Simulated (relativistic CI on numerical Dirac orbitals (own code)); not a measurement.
Computed by Dirac-Coulomb-Breit CI, orbitals from a KLI potential per configuration, QED by a radiative potential, unscaled Slater integrals (own radial code, finite nucleus).

The strongest absorption lines from the ground level of an ion, among the configurations computed and to levels below about 976 eV (vacuum wavelength in nm, gf): 1.4199 (0.43), 1.4309 (0.35), 1.4759 (1), 1.4811 (1.3), 1.4856 (2), 1.4869 (3.7), 1.4908 (0.51), 1.5188 (1.1).

**Question.** Which ion is it?
A. V XVI
B. Mn XVIII
C. Mn XX
D. Sc XIV

**Answer.** B. Mn XVIII has 8 electrons and the ground level 2s2 2p4 3P_2; the strongest line goes to 2s2 2p3 3d 3D°_3. The pattern of lines fixes the number of electrons, and along that sequence the line energies rise steadily with the charge (about as its square where n changes within one kind of shell, about linearly where n is kept but much faster in heavy ions where fine structure, which grows about as Z⁴, sets the gap, and irregularly where shells cross), which fixes Z. Configurations outside the model, such as inner-shell arrays, can give stronger lines. At this charge energies of transitions that change n are usually good to better than 1 %, and those within a shell (Δn = 0) to a few per cent.

LS names give the leading component of a level, which can be under half, so a name can repeat, a term be missing and a line seem to break the LS rules.
